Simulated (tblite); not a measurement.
Start geometry of `[CH2+][CH]C(=O)C(C)C` [radical] from a force field or distance geometry (Å):
```
atom  x, y, z in Å
C1     2.5262    0.3912    0.1427
C2     1.7978   -0.6602    0.8711
C3     0.4300   -0.9268    0.4617
O4     0.0143   -2.0862    0.4806
C5    -0.5428    0.0959    0.0016
C6    -1.8385   -0.6207   -0.3361
C7    -0.8472    1.1833    0.9622
H8     3.6155    0.3222   -0.0098
H9     2.0375    1.2745   -0.2711
H10    2.3750   -1.6218    0.7141
H11   -0.1503    0.4627   -0.9828
H12   -2.6286    0.1509   -0.4010
H13   -1.7736   -1.2460   -1.2384
H14   -2.0951   -1.2338    0.5726
H15   -0.0204    1.8323    1.2802
H16   -1.5953    1.8684    0.4800
H17   -1.3116    0.8262    1.9117
```

Problem. What comes out of this run: tblite 0.8.0, GFN2-xTB geometry optimisation, gas phase?

Solution. 
```
atom  x, y, z in Å
C1     2.4432    0.3535   -0.0486
C2     1.7897   -0.7592    0.2307
C3     0.4073   -0.8744    0.7423
O4     0.0196   -1.6245    1.5616
C5    -0.5781    0.1595    0.0382
C6    -1.7424   -0.6535   -0.4733
C7    -0.9117    1.1387    1.1439
H8     3.4945    0.3158   -0.2982
H9     2.0187    1.3453   -0.0076
H10    2.2633   -1.7361    0.1857
H11   -0.0451    0.6411   -0.7829
H12   -2.4053    0.0217   -1.0212
H13   -1.4332   -1.4206   -1.1821
H14   -2.3022   -1.1158    0.3362
H15   -0.0273    1.5979    1.5846
H16   -1.4961    1.9496    0.7007
H17   -1.5019    0.6729    1.9298
```

The energy falls by 174.9 kJ/mol over 151 L-BFGS steps, the largest force on an atom goes from 6.57 to 0.010 eV/Å, and the atoms move by 0.456 Å rms after alignment. The bond that changes most is C1–C2 (ends: carbon bonded to C and 2 H; carbon bonded to 2 C and H), which shortens by 0.152 Å. Bonds longer at the end by more than 0.005 Å: 3 of 16; shorter: 13. Among the angles that change most is C1–C2–H10, from 106.6° to 122.2°. Among the dihedrals that turn most is C1–C2–C3–C5, from -36° to 41°. Rotational constants go from 3802, 2163, 1574 to 3631, 2027, 1748 MHz. The orientation of the end geometry is arbitrary; only internal coordinates are fixed.

Its GFN2-xTB frequencies are all real (lowest 46 cm⁻¹). 3 starts were optimised and ended at 0.00, 0.03 and 1.70 kcal/mol (GFN2-xTB); the lowest of these is shown.

One conformer stands for the species.

These are computed values.
